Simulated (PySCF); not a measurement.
aminoborane (BH4N), SMILES BN.

The structure is a stationary point at B3LYP-D3(BJ)/def2-TZVP.

Two levels are set side by side: TDA-PBE/def2-TZVPD (PySCF) and TDA-CAM-B3LYP/def2-TZVPD (PySCF). Vertical, same geometry. The lowest singlet is HOMO−1→LUMO 100 % with PBE and HOMO−1→LUMO+1 98 % with the other functional; states are paired by order. Differences are taken from unrounded values.

```csv
quantity,TDA-CAM-B3LYP,TDA-PBE,TDA-PBE minus TDA-CAM-B3LYP
lowest singlet excitation (eV),7.27,6.91,-0.36
lowest triplet excitation (TDA) (eV),6.20,5.75,-0.45
first bright state (f over 0.05) (eV),7.46,7.04,-0.42
its oscillator strength,0.06,0.06,0.00
```

A lower first singlet is the usual sign of a functional without exact exchange. Differences between two approximate levels are no errors against the true value.

Rough cost on one machine, each run with all the roots and properties that it gave: TDA-CAM-B3LYP against TDA-PBE about 2 times.
